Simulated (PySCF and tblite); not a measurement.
The numbers below are computed, except where a source is named.
System: C₅H₇BrF₂, numbered as in [F:1][C:2]1([F:3])[CH2:4][CH2:5][C@@H:6]([Br:7])[CH2:8]1.

For the inversion of the 5-membered ring (2–4–5–6–8): electronic barrier 2.92 kcal/mol, zero-point change -0.04 kcal/mol, thermal and entropy terms at 298.15 K a further 0.47 kcal/mol (symmetry numbers apart). The minimum is C1, the saddle C1. The path came from a restrained scan, a climbing-image band and a saddle search at GFN2-xTB; energies are PBE0/pcSseg-1 + D3(BJ)//GFN2-xTB, thermal terms GFN2-xTB. Rate constants are transition-state-theory values, counting equivalent paths, without tunnelling. Programs: tblite and PySCF.

Problem. How many equivalent paths lead out of the minimum?

Solution. 1: the symmetry number of the minimum is 1, that of the saddle displaced along its mode 1.

Problem. Work out the rate at 298.15 K.

Solution. ΔG‡ = 3.35 kcal/mol; k_B T/h = 6.2×10¹² s⁻¹; exp(−ΔG‡/RT) = 0.0035; times 1 gives k = 2.2×10¹⁰ s⁻¹. Wigner's tunnelling factor for the 60i cm⁻¹ mode would be 1.00.

Spin–orbit effects of heavy atoms on shieldings are missing.
